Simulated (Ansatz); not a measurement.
C3H8BF can be A, `CBCCF`, or B, `CCBCF`.

Calculated with Ansatz (gas phase, PBE0-D4/def2-TZVP geometries, no zero-point term in ΔE). CBS: MP2 limit from def2 TZ/QZ plus the TZ coupled-cluster correction, frozen cores. Functionals use def2-TZVPP. B3LYP here is the variant with VWN-RPA as its local correlation; programs differ in this. One conformer a species, not always the lowest.

(1) Which isomer does CCSD(T)/CBS put lower? Give the gap. (Estimate.)

(2) Give E(B) − E(A) in kJ/mol with MP2/def2-TZVPP, PBE0-D4, B3LYP-D4, HF/def2-TZVPP, ωB97M-V, B2PLYP, CCSD/def2-TZVPP. (An estimate is asked.)

Largest T1 diagnostic: 0.010.

Results:

(1) The calculation gave: A, by 22.0 kJ/mol.

(2) Ansatz gave: MP2/def2-TZVPP 23.4, PBE0-D4 20.6, B3LYP-D4 19.2, HF/def2-TZVPP 20.5, ωB97M-V 20.7, B2PLYP 20.3, CCSD/def2-TZVPP 21.6. None reverses the order clearly.
